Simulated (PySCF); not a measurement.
4,4-dichlorobut-1-yne (C4H4Cl2), SMILES ClC(Cl)CC#C. Atoms are numbered in the order given.

```xyz
10

C     -2.0076    -0.0114     2.5013
C     -1.2822    -0.4611     1.6434
C     -0.3876    -0.9914     0.6188
C      0.5141     0.0790    -0.0001
Cl     1.6970    -0.7004    -1.1070
Cl    -0.4479     1.3212    -0.8615
H     -2.6576     0.3858     3.2579
H      0.2677    -1.7647     1.0534
H     -0.9603    -1.4725    -0.1911
H      1.0965     0.6075     0.7626
```

Coordinates come from a B3LYP-D3(BJ)/def2-SVP optimisation. One conformer was computed; it need not be the lowest.

All values below come from r2SCAN/def2-TZVP (PySCF).

Isolated molecule, no solvent.

```
Property                                                                                                        Value
---------------------------------------------------------------------------------------------  ----------------------
total energy                                                                                      -1075.08663 hartree
highest occupied level                                                                                       -7.16 eV
lowest empty level                                                                                           -1.33 eV
orbital gap                                                                                                   5.84 eV
dipole moment                                                                                                  1.69 D
quadrupole, principal values (traceless, Buckingham form, about the centre of nuclear charge)  -2.57, -0.77, 3.34 D·Å
mean static polarisability                                                                      70.1 bohr³ (10.39 Å³)
polarisability, principal values                                                               49.3, 64.2, 96.9 bohr³
```
